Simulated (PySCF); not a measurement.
## TiS(OH)₂: fields on a plane

Level of theory: B3LYP/[Ti def2-SVP, S def2-SVP, O def2-SVP, H def2-SVP], no relativity, density fitting, PySCF.

The singlet minimum has O–H 0.965 Å (×2), Ti–O 1.796 Å, Ti–O 1.804 Å, Ti–S 2.080 Å; H–O–Ti 132.4°, H–O–Ti 138.2°, O–Ti–O 124.1°, O–Ti–S 117.8°, O–Ti–S 118.1°.

The plane holds Ti1 at (0.00, 0.00), S2 at (2.08, 0.00), O3 at (-0.84, 1.59), O4 at (-0.85, -1.59), H5 at (-0.51, 2.50), H6 at (-1.76, -1.92) Å. Columns run from x = -3.75 to 4.35 Å, rows from y = 4.65 (top) to -4.05 Å, in steps of 0.3 Å. Other isomers or separated fragments may lie lower.

Give the electron density (e/Å³) (cut at 5 e/Å³). Lower edges of the bins (e/Å³): '0' 0.000, '1' 0.030, '2' 0.076, '3' 0.151, '4' 0.268, '5' 0.455, '6' 0.750, '7' 1.218, '8' 1.960, '9' 3.136; top 5.00.


```
0000000000000000000000000000
0000000000000000000000000000
0000000000000000000000000000
0000000000000000000000000000
0000000000000000000000000000
0000000001221000000000000000
0000000023443100000000000000
0000000235675210000000000000
0000001357886310000000000000
0000012479986321000000000000
0000013589997421111111000000
0000012589997422222322110000
0000002468876432334444321000
0000001245667754456665431000
0000000123589986567886542100
0000000123799997678997642100
0000000123799997678997642100
0000001124689986567887542100
0000001245667754456665431000
0000012468875432334444321000
0000124689996321222322110000
0000135799996321111111000000
0000136889986310000000000000
0000124667764210000000000000
0000012334432100000000000000
0000001111111000000000000000
0000000000000000000000000000
0000000000000000000000000000
0000000000000000000000000000
0000000000000000000000000000
```

Give the electrostatic potential (V) (cut at 20 V). Lower edges of the bins (V): '0' -1.77, '1' -1.64, '2' -1.44, '3' -1.11, '4' -0.60, '5' 0.21, '6' 1.50, '7' 3.53, '8' 6.76, '9' 11.88; top 20.0.


```
4445555555555555555444444444
4445555555555555555444444444
4445555555555555555444444444
4444555555666655555444444444
4444455556666665554444444444
4444445566777665554444444444
4444444567998765554444444444
4444444568999765544444444444
4444433579999765544333333344
4444333599998655443333333333
4444322699998665443333333333
4444332599998766544444333333
4444433579999887666776543333
4444444568999998779999753333
5555555678999999899999964333
5555555678999999999999974323
5555555678999999999999974323
5555555678999999899999964323
5555555668999998779999753223
5555666689999887666776532223
5556677899998766544444322233
5566789999998554432222222333
5566789999996333322222223333
5566789988863012222222333333
5556677766530012333333333333
5555666654321123333333333334
5555555554332333333333333444
5555555544433333333333444444
5555555544444333444444444444
5555555544444444444444444444
```
